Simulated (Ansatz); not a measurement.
Ansatz (a quantum-chemistry and plane-wave program) input (CCSD(T)/aug-cc-pVDZ):

Ansatz 0.2 input:
```yaml
crystal:
  periodic: [false, false, false]
  atoms:
    - {symbol: Ge, position_ang: [-0.00263055, -0.00149746, 0.06746787]}
    - {symbol: H, position_ang: [0.01752085, -1.13988723, -1.10627570]}
    - {symbol: H, position_ang: [0.06665674, 1.18780607, -1.05269626]}
basis:
  gaussian:
    orbitals: aug-cc-pVDZ
total_charge: -1
magnetization: {spin_polarized: true, initial_magnetization: 1}
correlation: {method: ccsd_t, electrons: outside_noble_gas}
output: {forces: true}
```

Output:

```
Functional definition: HF
integrals: 0.04 GiB planned
576 factors; integrals over basis functions are off by at most 7.9e-4 eV
mean field: 0.13 GiB planned
mean field evaluation 1: about -56502.7891 eV, gradient 7.3e0 eV
mean field evaluation 2: about -56502.7895 eV, gradient 7.3e0 eV
mean field evaluation 4: about -56503.5136 eV, gradient 1.1e0 eV
mean field evaluation 8: about -56503.5457 eV, gradient 1.7e-3 eV
mean field evaluation 16: about -56503.5445 eV, gradient 1.6e-1 eV
mean field evaluation 32: about -56501.8003 eV, gradient 1.3e-3 eV
mean field evaluation 64: about -56501.2090 eV, gradient 4.0e-4 eV
mean field -56503.54569790 eV, -2076.4670049190 hartree, gradient 1.6e-6 eV, S^2 0.766425; 2 other end points of the search recorded, 0 dependent functions left out
determinant -56503.54569790 eV, -2076.4670049190 hartree, with singles and doubles -56507.01856963 eV, -2076.5946306012 hartree
determinant -56501.80027889 eV, -2076.4028619535 hartree, with singles and doubles -56505.17676643 eV, -2076.5269455817 hartree
determinant -56501.33159495 eV, -2076.3856381362 hartree, with singles and doubles -56504.63664533 eV, -2076.5070964975 hartree
14 core orbitals not correlated
reference -56503.54569790 eV, -2076.4670049190 hartree; 4, 3 occupied and 36, 37 virtual orbitals, 576 factors
densities: 0.14 GiB planned
second order -2.75322623 eV of doubles, -0.00000000 eV of singles
coupled cluster: 0.12 GiB planned
cycle   1  -3.44904160 eV  change   -1.1e-1 eV  update   1.9e-2
cycle   2  -3.45279005 eV  change   -3.7e-3 eV  update   6.3e-3
cycle   3  -3.45493908 eV  change   -2.1e-3 eV  update   2.6e-3
cycle   4  -3.45587529 eV  change   -9.4e-4 eV  update   9.7e-4
cycle   5  -3.45594856 eV  change   -7.3e-5 eV  update   3.6e-4
cycle   6  -3.45598066 eV  change   -3.2e-5 eV  update   1.4e-4
cycle   7  -3.45599707 eV  change   -1.6e-5 eV  update   4.7e-5
cycle   8  -3.45598910 eV  change    8.0e-6 eV  update   1.4e-5
cycle   9  -3.45598433 eV  change    4.8e-6 eV  update   4.6e-6
cycle  10  -3.45598385 eV  change    4.8e-7 eV  update   1.5e-6
cycle  11  -3.45598408 eV  change   -2.3e-7 eV  update   5.7e-7
perturbative correction -0.10391525 eV, -0.0038188150 hartree
the calculation of the forces begins
Total energy: -56507.10559723 eV, -2076.5978288064 hartree
Atom 0 at    -0.002631    -0.001497     0.067468 Å, force     0.001372     0.000781    -0.035189 eV/Å
Atom 1 at     0.017521    -1.139887    -1.106276 Å, force    -0.001344    -0.031564     0.016877 eV/Å
Atom 2 at     0.066657     1.187806    -1.052696 Å, force    -0.000028     0.030783     0.018312 eV/Å
Dipole moment:    -0.004988    -0.002839     0.127927 e Å
```
